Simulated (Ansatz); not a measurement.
Computed with Ansatz on PBE0-D4/def2-TZVP structures; ΔE is electronic, products minus reactants. CCSD(T)/CBS is the MP2 limit (def2-TZVPP, def2-QZVPP) plus CCSD(T) − MP2 in def2-TZVPP, frozen cores. DFT in def2-TZVPP. For Ge outer-core shells are correlated without core-valence functions, which leaves a few kJ/mol of doubt a bond. Scalar relativity is left out up to krypton. Each species was taken in one conformer, which may not be the lowest.

Reaction (germylene formation by 1,1-elimination): `O[SiH2][GeH2][OH]` → `[OH][GeH]` + silanol

`O[SiH2][GeH2][OH]`:

```xyz
10

O     0.401   -0.273    2.399
Si    0.950   -0.313    0.840
Ge   -0.831    0.056   -0.712
O    -0.008    0.341   -2.279
H     0.072    0.563    2.733
H     1.527   -1.665    0.653
H     2.000    0.716    0.599
H    -1.803   -1.137   -0.863
H    -1.685    1.300   -0.357
H    -0.624    0.412   -3.011
```

`[OH][GeH]`:

Z-matrix (Å, degrees):
```
O
Ge 1 1.791
H 1 0.961 2 111.5
H 2 1.599 1 92.3 3 180.0
```

`O[SiH3]`:

Cartesian coordinates in Å:
```
O -0.567 -0.408 -1.075
Si 0.306 0.120 0.219
H -1.505 -0.555 -0.951
H -0.187 1.434 0.716
H 1.701 0.254 -0.260
H 0.251 -0.846 1.351
```

**Question.** Is it downhill or uphill in electronic energy at CCSD(T)/CBS, and by how much? (Best estimate.)

**Answer.** Computed: Uphill: ΔE = +102.8 kJ/mol.

**Question.** What do these levels give: revPBE-D4, r2SCAN0-D4, BHLYP, MP2/def2-SVP, CCSD(T)/def2-SVP, SCS-MP2/def2-QZVPP? (Estimate.)

**Answer.** Computed: revPBE-D4 96.1, r2SCAN0-D4 121.1, BHLYP 91.7, MP2/def2-SVP 104.5, CCSD(T)/def2-SVP 92.0, SCS-MP2/def2-QZVPP 100.6 kJ/mol.

Largest T1 diagnostic among the species: 0.016.

In def2-TZVPP, CCSD(T) changes the Hartree–Fock value by +22.2 kJ/mol (the triples alone add +1.8 kJ/mol) and MP2 by +29.7 kJ/mol. From r2SCAN to r2SCAN0 (25 % exact exchange), in def2-TZVPP and without D4, ΔE moves by +6.2 kJ/mol.
